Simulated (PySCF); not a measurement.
Bonds (- single, = double, # triple, : aromatic): C1-C2, C2-C3, C3-C4, C4-F5, C4-F6, C2=C7, C7-C8, C8-Si9, Si9-C7. C1 carries H10, H11, H12; C3 carries H13, H14; C4 carries H15; C8 carries H16, H17; Si9 carries H18, H19. Stereochemistry as in C/C(CC(F)F)=C1\C[SiH2]1.

A single conformation, in vacuum, relativity neglected, one averaged value for each set of equivalent atoms. GFN2-xTB geometry; GIAO PBE0/pcSseg-1 shieldings; PySCF.

Question: List the cross peaks expected in HSQC, COSY and HMBC spectra.

Answer: 

HSQC (one-bond C–H):
```
                δH          δC
        6.09 (H15)  121.4 (C4)
    2.80 (H13/H14)   51.0 (C3)
2.16 (H10/H11/H12)   24.6 (C1)
    1.18 (H16/H17)    1.2 (C8)
```

COSY cross peaks (H two or three bonds apart, from the bond graph; peaks can be absent where the dihedral angle is near 90°):
```
            δH              δH
    6.09 (H15)  2.80 (H13/H14)
3.28 (H18/H19)  1.18 (H16/H17)
```

HMBC (two and three bonds, from the bond graph):
```
                δH                                             δC
        6.09 (H15)                          144.8 (C2), 51.0 (C3)
    3.28 (H18/H19)               144.8 (C2), 137.4 (C7), 1.2 (C8)
    2.80 (H13/H14)  144.8 (C2), 137.4 (C7), 121.4 (C4), 24.6 (C1)
2.16 (H10/H11/H12)              144.8 (C2), 137.4 (C7), 51.0 (C3)
    1.18 (H16/H17)                         144.8 (C2), 137.4 (C7)
```

Chemical shifts δ = σref − σ; TMS for 1H and 13C, all at this level.

Short H···H contacts in this conformer between protons four or more bonds apart (candidates for NOE cross peaks, intensity ∝ r⁻⁶): H10···H15 2.47 Å, H12···H14 2.55 Å.

Shifts are as computed. Against solution values, carbons near 30 ppm lie about +3 ppm off and those near 130 ppm about +5 ppm. Of 1309 compounds with measured shifts, 239 miss one by over three times the rms of a fit or turn the order of signals round; such compounds aren't used in these exercises.
